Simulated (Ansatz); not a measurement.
`FCOC(F)[SiH3]` + `[OH][In]([SH])[O][SiH3]` → `[SiH3][O][In]([SH])[O][SiH3]` + `FCOCF`  (ligand exchange at the Si–C bond)

Computed with Ansatz on PBE0-D4/def2-TZVP structures; ΔE is electronic, products minus reactants. CCSD(T)/CBS adds triple-zeta CCSD(T) − MP2 to the extrapolated MP2 energy (def2 sets, frozen cores). def2 core potentials past Kr. For In outer-core shells are correlated without core-valence functions, which leaves a few kJ/mol of doubt a bond. One conformer a species, not always the lowest.

```csv
level,ΔE (kcal/mol)
MP2/def2-TZVPP,-32.6
MP2/CBS(def2),-32.0
```

**Question.** What does CCSD(T)/CBS give? (An estimate is asked.)

**Answer.** Ansatz gave: -31.2 kcal/mol. The listed levels differ from it by -1.4, -0.8 kcal/mol.

Largest T1 diagnostic among the species: 0.016.

In def2-TZVPP, CCSD(T) changes the Hartree–Fock value by +5.9 kcal/mol (the triples alone add +0.9 kcal/mol) and MP2 by +5.1 kcal/mol. From PBE to PBE0 (25 % exact exchange), in def2-TZVPP and without D4, ΔE moves by −2.9 kcal/mol.
